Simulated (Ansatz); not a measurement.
`N[Si@H](Cl)[Si@@H](N)F` + `C=CNC` → `CN[SiH](N)F` + `C=C[SiH](N)Cl`  (formal exchange of groups at the Si–Si bond)

Program: Ansatz. Geometries: PBE0-D4/def2-TZVP. ΔE: electronic, gas phase. CCSD(T)/CBS is the MP2 limit (def2-TZVPP, def2-QZVPP) plus CCSD(T) − MP2 in def2-TZVPP, frozen cores. One conformer a species, not always the lowest.

```
                 species  CCSD(T)/CBS(def2) energy (Eh)
`N[Si@H](Cl)[Si@@H](N)F`                    -1250.93650
                 `C=CNC`                     -173.03872
           `CN[SiH](N)F`                     -540.67593
         `C=C[SiH](N)Cl`                     -883.34911
```

Work out ΔE.

ΔE = (-540.67593) + (-883.34911) − (-1250.93650) − (-173.03872) = -0.04982 Eh = -1.36 eV.

Largest T1 diagnostic among the species: 0.011.

From PBE to PBE0 (25 % exact exchange), in def2-TZVPP and without D4, ΔE moves by −0.14 eV.
